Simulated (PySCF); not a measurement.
Species: C₆H₁₀FO (doublet state).
Structure used (GFN2-xTB), in Å, numbered top down from 1:
```xyz
18
C6H10FO angstrom
C      3.0495   -0.6197   -0.2823
O      1.8099    0.0590   -0.2187
C      0.7127   -0.7398   -0.3879
F      0.6501   -1.6591    0.7221
C     -0.5121    0.0604   -0.4456
C     -1.8725   -0.2383   -0.9639
C     -2.3742    1.0199   -0.2262
C     -0.9474    1.2671    0.3027
H      3.8173    0.1422   -0.1710
H      3.1651   -1.1272   -1.2471
H      3.1361   -1.3540    0.5233
H      0.8035   -1.4275   -1.2514
H     -1.9746   -0.2111   -2.0526
H     -2.3007   -1.1840   -0.6182
H     -2.7527    1.8011   -0.8804
H     -3.1076    0.8161    0.5493
H     -0.4828    2.2033   -0.0156
H     -0.8285    1.1980    1.3872
```

The hyperfine couplings belong to this conformer and change with its torsions.

As a line formula: `CO[C@@H](F)[C]1CCC1` [radical].

Theory: PySCF, UKS B3LYP, pcH-1 on C F H O, non-relativistic, mean-field spin-orbit, GIAO. Geometry: GFN2-xTB, one conformer, isolated molecule. A GFN2-xTB geometry isn't a minimum of the functional, and hyperfine couplings can be far from their values at a DFT geometry. No stability test was run, so a lower SCF solution isn't excluded.

**Question.** Predict the first-order ENDOR lines of H14/H17, H13/H18, H12, H15/H16 and H9/H10/H11 under fast tumbling at B = 332.1 mT (X band).

**Answer.** For S = 1/2 in fast tumbling each set of equivalent nuclei gives two lines, ν± = |νn ± a/2| to first order, with νn = g_N μN B/h and μN/h = 7.62259 MHz/T.

```csv
nuclei,isotope,g_N,νn (MHz),a_iso (MHz),lower line (MHz),upper line (MHz)
H14/H17,1H,5.5857,14.14,110.59,41.16,69.44
H13/H18,1H,5.5857,14.14,110.47,41.10,69.38
H12,1H,5.5857,14.14,11.31,8.48,19.80
H15/H16,1H,5.5857,14.14,-3.89,12.20,16.08
H9/H10/H11,1H,5.5857,14.14,1.24,13.52,14.76
```

**Question.** Which pairs are centred on the nuclear Larmor frequency, and which on half the coupling?

**Answer.** Centred on νn, since |a| < 2νn: H12, H15/H16 and H9/H10/H11. Centred on |a|/2 and split by 2νn: H14/H17 and H13/H18.

Couplings of abundant isotopes left out: F4 (251.4 MHz).

Means are taken over nuclei equivalent by connectivity, which assumes that they swap fast.
